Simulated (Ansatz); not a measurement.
Gas-phase electronic energies from Ansatz, PBE0-D4/def2-TZVP geometries. CBS: MP2 limit from def2 TZ/QZ plus the TZ coupled-cluster correction, frozen cores. DFT in def2-TZVPP. B3LYP here is the variant with VWN-RPA as its local correlation; programs differ in this. HSE06 is defined as in plane-wave codes. def2 core potentials past Kr. For Br, In outer-core shells are correlated without core-valence functions, which leaves a few kJ/mol of doubt a bond. Scalar relativity is left out up to krypton. One conformer a species, not always the lowest.

`[CH3][In]([OH])[Br]` + `SC1[SiH2]S1` → `[CH3][In]([SH])[Br]` + `OC1[SiH2]S1`  (redistribution)

`[CH3][In]([OH])[Br]`:

Z-matrix (Å, degrees):
```
C
In 1 2.123
H 1 1.090 2 109.2
H 1 1.090 2 109.1 3 -119.2
H 1 1.088 2 109.4 3 120.6
O 2 1.976 1 125.9 3 55.1
Br 2 2.486 1 124.1 3 -125.0
H 6 0.961 2 111.8 1 180.0
```

`SC1[SiH2]S1`:

Z-matrix (Å, degrees):
```
C
Si 1 1.849
S 1 1.871 2 68.1
S 1 1.774 2 118.7 3 -112.5
H 1 1.086 2 117.7 3 103.0
H 2 1.477 1 117.9 3 107.9
H 2 1.478 1 119.0 3 -107.6
H 4 1.346 1 98.0 2 150.2
```

`[CH3][In]([SH])[Br]`:

Z-matrix (Å, degrees):
```
C
In 1 2.131
H 1 1.090 2 109.2
H 1 1.090 2 109.6 3 -119.4
H 1 1.089 2 109.1 3 120.0
S 2 2.376 1 128.7 3 66.9
Br 2 2.485 1 119.8 3 -113.0
H 6 1.344 2 92.5 1 -179.9
```

`OC1[SiH2]S1`:

Z-matrix (Å, degrees):
```
C
Si 1 1.849
S 1 1.893 2 67.8
O 1 1.380 2 118.6 3 -109.8
H 1 1.089 2 120.1 3 100.0
H 2 1.478 1 117.8 3 108.1
H 2 1.480 1 120.1 3 -106.6
H 4 0.963 1 109.1 2 151.1
```

```tsv
level	ΔE (kJ/mol)	difference from CCSD(T)/CBS
PBE-D4	-23.8	-9.3
revPBE-D4	-19.9	-5.4
BLYP-D4	-18.5	-4.0
r2SCAN-D4	-24.9	-10.4
B97M-V	-24.0	-9.5
PBE0-D4	-28.1	-13.6
B3LYP-D4	-23.2	-8.7
r2SCANh-D4	-26.4	-11.9
r2SCAN0-D4	-28.4	-13.9
BHLYP-D4	-27.4	-12.9
CAM-B3LYP-D4	-22.6	-8.1
ωB97X-V	-21.4	-6.9
ωB97M-V	-22.6	-8.1
B2PLYP	-19.5	-5.0
PBE-QIDH	-23.3	-8.8
PBE	-25.4	-10.9
revPBE	-24.5	-10.0
BLYP	-22.5	-8.0
r2SCAN	-25.1	-10.6
PBE0	-29.4	-14.9
B3LYP	-26.0	-11.5
r2SCANh	-26.7	-12.2
r2SCAN0	-28.7	-14.2
HSE06	-29.7	-15.2
CAM-B3LYP	-23.8	-9.3
LC-ωPBE	-19.6	-5.1
RPA@PBE/def2-TZVPP	-18.5	-4.0
HF/def2-SVP	-53.9	-39.4
MP2/def2-SVP	-25.4	-10.9
CCSD/def2-SVP	-35.7	-21.2
CCSD(T)/def2-SVP	-34.8	-20.3
MP2/def2-TZVPP	-12.5	2.0
SCS-MP2/def2-TZVPP	-13.2	1.3
CCSD(T)/def2-TZVPP	-20.0	-5.5
HF/def2-QZVPP	-32.6	-18.1
MP2/def2-QZVPP	-8.7	5.8
SCS-MP2/def2-QZVPP	-9.8	4.7
HF/CBS(def2)	-32.3	-17.8
MP2/CBS(def2)	-7.0	7.5
CCSD/CBS(def2)	-16.4	-1.9
CCSD(T)/CBS	-14.5	0
```

Largest T1 diagnostic among the species: 0.013.

From r2SCAN to r2SCAN0 (25 % exact exchange), in def2-TZVPP and without D4, ΔE moves by −3.6 kJ/mol. In def2-TZVPP, CCSD(T) changes the Hartree–Fock value by +14.3 kJ/mol (the triples alone add +1.8 kJ/mol) and MP2 by +21.8 kJ/mol. At CCSD(T), def2-SVP lies −20.3 kJ/mol from the extrapolated value and def2-TZVPP −5.5 kJ/mol.
